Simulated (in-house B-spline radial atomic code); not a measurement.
Stripping magnesium of all its electrons. The total binding energy is the sum of the 12 successive ionisation energies. Configuration: [Ne] 3s2. Level of theory: Dirac-Hartree-Fock, average of configuration, Fermi nucleus of rms radius 3.057 fm; calculated with a radial B-spline atomic code at the basis-set limit.

Dirac-Coulomb total energy: -199.9351 hartree. First-order corrections (hartree): Breit 0.03182, self-energy 0.02185, vacuum polarisation -0.001259, recoil 0.00394.

(1) What total binding energy follows, and how does it compare with the sum of NIST's ionisation energies?

(2) What share of the binding belongs to the last two electrons?

Answers

(1) 5438.98 eV from the corrected total, against 5451.07 ± 0.1 eV from NIST's table (measured, semi-empirical and theoretical entries, uncertainties added in quadrature). The table binds 12.1 eV more, 1.01 eV per electron, the size expected of the correlation energy that Hartree-Fock leaves out.

(2) 68 % by NIST's values (3724.5 eV).
